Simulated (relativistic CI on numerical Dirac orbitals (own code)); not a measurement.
**Transition arrays of Tc23+**

These numbers are calculated, not measured: Dirac-Coulomb-Breit CI, KLI orbitals optimised for each configuration, model QED (radiative potential, 1s self-energy scaled to tabulated hydrogen-like ionisation energies), valence Slater integrals scaled by 0.9, whole transition arrays (own radial code, finite nucleus).

CI space (outside the closed core [Ne] 3s2): 3p6 3d2, 3p6 3d 4f, 3p5 3d3, 3p6 3d 4p, 3p6 3d 5f. Levels of other configurations are missing.

All E1 lines from the levels of 3p6 3d2; mean and standard deviation are weighted by gf, and upper levels are sorted by their leading configuration.

```
Upper configuration  Lines   Σgf  Mean (eV)  Mean (nm)  σ (eV)  Strongest line (nm)
          3p6 3d 4f     81  75.6     587.17      2.112    4.31                2.109
            3p5 3d3    466  67.3     175.62      7.060   13.14                6.770
          3p6 3d 4p     60   3.1     479.03      2.588    4.12                2.589
          3p6 3d 5f     81  19.9     770.79      1.609    4.51                1.612
```

Σgf per state of the lower configuration in bins of 0.2 nm over the central range (centre: value): 1.5: 0.09, 1.7: 0.35, 2.1: 1.68, 2.5: 0.06, 6.5: 0.16, 6.7: 0.43, 6.9: 0.28, 7.1: 0.16, 7.3: 0.12, 7.5: 0.09, 7.7: 0.06, 7.9: 0.06, 8.1: 0.02, 8.3: 0.03.

How do configuration mixing and the scaling of the Slater integrals move the arrays?

Slater scale 0.9, no configuration mixing: 3p6 3d 4f 586.9 ± 4.2 eV (Σgf 71.2), 3p5 3d3 175.7 ± 13.1 eV (Σgf 69.2), 3p6 3d 4p 479.1 ± 4.0 eV (Σgf 3.4), 3p6 3d 5f 770.7 ± 4.5 eV (Σgf 17.0); Slater scale 1: 3p6 3d 4f 587.5 ± 4.7 eV (Σgf 76.3), 3p5 3d3 178.7 ± 13.9 eV (Σgf 68.2), 3p6 3d 4p 479.0 ± 4.5 eV (Σgf 3.1), 3p6 3d 5f 770.9 ± 4.9 eV (Σgf 20.1); Slater scale 0.8: 3p6 3d 4f 586.8 ± 4.0 eV (Σgf 75.0), 3p5 3d3 172.6 ± 12.5 eV (Σgf 66.4), 3p6 3d 4p 479.0 ± 3.8 eV (Σgf 3.1), 3p6 3d 5f 770.7 ± 4.2 eV (Σgf 19.7). With mixing, levels are counted to their leading configuration, so an array can shrink or vanish into another, and the sums then hold other lines.
